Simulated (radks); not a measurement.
Values are calculated unless marked as measured or tabulated.
Problem. The mean radii <r> (bohr) of the occupied orbitals of an atom or ion are listed with their occupations. Code: a radial shooting solver on a logarithmic mesh with Libxc functionals. Model: scalar-relativistic Kohn-Sham, XLYP, spin-polarised, spherical densities, finite nucleus; Fermi nuclear charge, rms radius of each element as measured or else 0.836 A^(1/3) + 0.57 fm.

orbital  occ.      <r>
1s down     1  0.02232
1s up       1  0.02232
2s up       1  0.09512
2s down     1  0.09512
2p up       3  0.08389
2p down     3  0.08389
3s up       1   0.2497
3s down     1   0.2495
3p up       3   0.2482
3p down     3   0.2480
3d up       5   0.2261
3d down     5   0.2259
4s up       1   0.5643
4s down     1   0.5644
4p up       3   0.5965
4p down     3   0.5968
4d up       5   0.6471
4d down     5   0.6482
5s up       1    1.311
5s down     1    1.326
5p up       3    1.490
5p down     3    1.511
4f up       5   0.8160

Name the element and its charge. Open shells, if any, are filled with parallel spins first.

Solution. Z = 63, europium, charge +4: Eu4+ in [Xe] 4f5. The 1s radius gives Z: for a bare nucleus <r> = (2 gamma + 1)/(2Z) with gamma = sqrt(1 - (Z/c)^2), 0.02203 bohr for Z = 63, and screening makes it slightly larger (0.02232 here). The occupations add up to 59, and the charge is Z minus that.
